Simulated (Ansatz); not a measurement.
Basis-set extrapolation for `FC[SiH2]CS` (PBE0-D4/def2-TZVP geometry, frozen core, Ansatz 0.2.0). Multiplicity 1, RHF reference.

```tsv
	def2-TZVPP	def2-QZVPP
HF	-865.801744	-865.830223
MP2 correlation	-0.898944	-0.970798
CCSD(T) correlation	-0.992606	not run
```

Energies in hartree. Use E(X) = E(∞) + A·exp(−7.88·√X) for Hartree–Fock and E(X) = E(∞) + B·X^(−2.97) for correlation, with X = 3 and 4, and add CCSD(T) minus MP2 of the smaller set to the MP2 limit.

Question: What is the CCSD(T) energy at the basis-set limit?

Answer: HF limit: -865.830223 + (-0.028479) × 0.13774 = -865.83415. MP2 limit: -0.970798 + (-0.071854) × 0.74074 = -1.02402. Higher-order term: -0.992606 − (-0.898944) = -0.09366. Total: -866.95183 hartree, 413.5 kJ/mol below CCSD(T)/def2-TZVPP.
